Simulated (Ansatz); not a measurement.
Si2Ge3. Charge 0, multiplicity 1. Geometry PBE-D4/def2-SVP, that of the neutral singlet.

| atom | x (Å) | y (Å) | z (Å) |
| --- | --- | --- | --- |
| Si1 | 0.010 | -0.956 | 0.922 |
| Si2 | -0.750 | 0.841 | -0.704 |
| Ge3 | 1.443 | 1.435 | -0.006 |
| Ge4 | 1.591 | -0.938 | -0.857 |
| Ge5 | -2.294 | -0.383 | 0.646 |

The structure comes from a short search, and lower isomers may exist.

(1) Estimate the orbital energies around the gap (eV) in Ansatz with PBE-D4/def2-TZVP, r2SCAN-D4/def2-TZVP, PBE0-D4/def2-TZVP.

Results:

(1) 
```csv
orbital,PBE-D4/def2-TZVP,r2SCAN-D4/def2-TZVP,PBE0-D4/def2-TZVP
HOMO−5,-9.25,-9.59,-10.42
HOMO−4,-6.44,-6.71,-7.22
HOMO−3,-6.11,-6.40,-6.99
HOMO−2,-5.87,-6.13,-6.70
HOMO−1,-5.84,-6.11,-6.63
HOMO,-5.10,-5.33,-5.89
LUMO,-3.79,-3.85,-3.21
LUMO+1,-3.59,-3.62,-2.97
LUMO+2,-3.00,-3.01,-2.40
LUMO+3,-2.14,-2.07,-1.42
LUMO+4,-1.35,-1.17,-0.60
LUMO+5,-0.83,-0.62,-0.11
β HOMO,-5.10,-5.33,-5.89
β LUMO,-3.79,-3.85,-3.21
```
